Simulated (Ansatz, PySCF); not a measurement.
System: H2B, doublet: symmetric bend, bond length relaxed. Scanned: H-B-H angle. Other coordinates (B-H bond length) were minimised at PBE0/def2-TZVP.

- UKS-PBE/cc-pVTZ = unrestricted PBE/cc-pVTZ run with Ansatz (an electronic-structure program)
- CAM-B3LYP = unrestricted CAM-B3LYP/cc-pVTZ in PySCF
- CCSD(T) on UHF/cc-pVTZ, 1 core orbital frozen (PySCF)

Energies relative to the lowest point of each profile, in kJ/mol; the last columns give the difference from CCSD(T):

```
a / °  UKS-PBE/cc-pVTZ  CAM-B3LYP  CCSD(T)  UKS-PBE/cc-pVTZ − CCSD(T)  CAM-B3LYP − CCSD(T)
-----  ---------------  ---------  -------  -------------------------  -------------------
180               26.2       28.8     33.7                       -7.5                 -4.9
170               23.8       26.1     30.5                       -6.7                 -4.4
160               17.5       19.1     22.2                       -4.7                 -3.2
150                9.6       10.3     12.2                       -2.6                 -1.9
140                2.9        3.1      3.9                       -1.0                 -0.8
130                0.0        0.0      0.0                        0.0                  0.0
120                3.0        3.4      2.8                        0.2                  0.6
110               13.7       14.9     14.0                       -0.3                  0.9
100               33.4       36.1     35.1                       -1.7                  1.0
90                63.6       68.4     67.3                       -3.7                  1.1
80               105.4      113.0    111.9                       -6.5                  1.1
70               160.0      171.2    170.0                      -10.0                  1.2
60               228.1      243.4    242.4                      -14.4                  0.9
```

UKS-PBE/cc-pVTZ is furthest from CCSD(T) at 60 (-14.4 kJ/mol, below); its mean absolute difference over the points is 4.6 kJ/mol.

CAM-B3LYP is furthest from CCSD(T) at 180 (-4.9 kJ/mol, below); its mean absolute difference over the points is 1.7 kJ/mol.
